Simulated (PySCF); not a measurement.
Te(Br)(GeH3) (BrGeH₃Te), SMILES [GeH3][Te]Br.

Coordinates come from a B3LYP-D3(BJ)/def2-SVP optimisation. This is a generated structure with no PubChem entry under its InChIKey; it may be hypothetical. The def2 effective core potentials stand for the cores of Te; spin–orbit coupling is left out.

All values below come from TDA-PBE/def2-SVPD run with PySCF 2.14.0.

Vertical excitations. The molecule is in vacuum. State labels are in the subgroup Cs.

Computed UV-visible absorptions:
| state | symmetry | energy (eV) | λ (nm) | f | main pairs |
|---|---|---|---|---|---|
| S1 | A" | 1.99 | 624 | 0.001 | HOMO→LUMO 100 % |
| S2 | A' | 3.33 | 372 | 0.003 | HOMO−1→LUMO 99 % |
| S3 | A" | 3.63 | 341 | 0.004 | HOMO→LUMO+1 99 % |
| S4 | A" | 3.99 | 311 | 0.002 | HOMO−2→LUMO 100 % |
| S5 | A' | 4.68 | 265 | 0.005 | HOMO−3→LUMO 95 % |
| S6 | A" | 4.81 | 258 | 0.009 | HOMO→LUMO+2 100 % |
| S7 | A' | 5.10 | 243 | 0.025 | HOMO−1→LUMO+1 71 %, HOMO−4→LUMO 16 % |
| S8 | A" | 5.17 | 240 | 0.001 | HOMO−5→LUMO 99 % |
| S9 | A' | 5.30 | 234 | 0.044 | HOMO−4→LUMO 64 %, HOMO−6→LUMO 15 %, HOMO−1→LUMO+1 11 % |
| S10 | A" | 5.52 | 225 | 0.001 | HOMO→LUMO+4 90 % |
| T1 | A" | 1.35 | 920 | 0 | HOMO→LUMO 100 % |
| T2 | A' | 2.81 | 441 | 0 | HOMO−1→LUMO 100 % |
| T3 | A" | 3.26 | 381 | 0 | HOMO→LUMO+1 100 % |
| T4 | A" | 3.49 | 355 | 0 | HOMO−2→LUMO 100 % |
Triplets are in the Tamm–Dancoff approximation.
